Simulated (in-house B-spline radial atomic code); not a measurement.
Values are calculated unless marked as measured or tabulated.
# Ghost states of the separable form: Al

Al, [Ne] 3s2 3p1, non-relativistic LDA (VWN5), spherical and spin-unpolarised, from an all-electron radial atomic-structure program (B-spline basis) (atomic units; all potentials screened as in the neutral atom).

Troullier-Martins channels: 3s (ε = -0.2869, r_c = 2.072 bohr), 3p (ε = -0.1025, r_c = 2.73 bohr). In the Kleinman-Bylander form one channel serves as the local potential, and each other channel l becomes |δV u><u δV|/<u|δV|u>, with δV = V_l − V_local and u the pseudo-orbital. Its strength is E_KB = <u|δV²|u>/<u|δV|u>. By the analysis of Gonze, Stumpf and Scheffler a spurious state lies below the reference level ε if E_KB > 0 and ε is above the second level of the local potential alone, or if E_KB < 0 and ε is above its first. The table's levels are those of angular momentum l in a sphere of 9 bohr, whose wall can lift a shallow ε a little above its free-atom value.

| local | channel | <u δV u> | <u δV² u> | ε | first local level | second local level |
| --- | --- | --- | --- | --- | --- | --- |
| p | s | 0.043518 | 0.086892 | -0.2868 | -0.3964 | 0.0088 |
| s | p | -0.01518 | 0.032846 | -0.1005 | -0.0922 | 0.1385 |

Problem. Apply the rule to each row.

Solution. Local p, channel s: E_KB = +2, so ε = -0.2868 is set against 0.0088: no ghost. Local s, channel p: E_KB = -2.16, so ε = -0.1005 is set against -0.0922: no ghost.

Diagonalising the separable Hamiltonian gives:

```
local  channel      three lowest levels  all-electron, two lowest valence levels
    p        s  -0.2868, 0.0498, 0.3690                          -0.2868, 0.0499
    s        p  -0.1005, 0.1293, 0.4632                          -0.1005, 0.1298
```

Problem. Which choices of local channel are safe?

Solution. All are free of ghosts. Among the safe choices the second level, which tests transfer, is off by at most 0.5 millihartree (s local), 0.1 millihartree (p local).
